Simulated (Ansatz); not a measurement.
Stepwise reaction of `NB(Cl)Cl` with water, as a gas-phase model of exchange steps in deposition or etching. ΔE in kJ/mol; ΔG adds harmonic PBE0-D4 terms to CCSD(T)/CBS, at 1 bar.

Program: Ansatz. Geometries: PBE0-D4/def2-TZVP. ΔE: electronic, gas phase. CBS: MP2 limit from def2 TZ/QZ plus the TZ coupled-cluster correction, frozen cores. This one scheme is used for every species. Functionals use def2-TZVPP. B3LYP here is the variant with VWN-RPA as its local correlation; programs differ in this. Each species was taken in one conformer, which may not be the lowest.

```json
{"step": "1", "reaction": "`NB(Cl)Cl` + H₂O → `NB(O)Cl` + HCl", "PBE-D4": "-33.1", "B3LYP-D4": "-40.2", "ωB97M-V": "-39.6", "CCSD(T)/CBS": "-35.4", "ΔG(500 K)": "-38.2"}
{"step": "2", "reaction": "`NB(O)Cl` + H₂O → `NB(O)O` + HCl", "PBE-D4": "-13.8", "B3LYP-D4": "-21.3", "ωB97M-V": "-20.2", "CCSD(T)/CBS": "-18.3", "ΔG(500 K)": "-20.1"}
```

**Question.** By hand: ΔE of the 2 steps together at CCSD(T)/CBS.

**Answer.** (-35.4) + (-18.3) = -53.7 kJ/mol, or -26.9 kJ/mol a step.

In ΔE each step is higher than the one before. All are downhill at CCSD(T)/CBS. ΔG lies between -38.2 and -20.1 kJ/mol a step. PBE-D4 differs from CCSD(T)/CBS by 2.3 to 4.5 kJ/mol a step. Isolated molecules leave out the surface, adducts and barriers. Largest T1 diagnostic: 0.011.
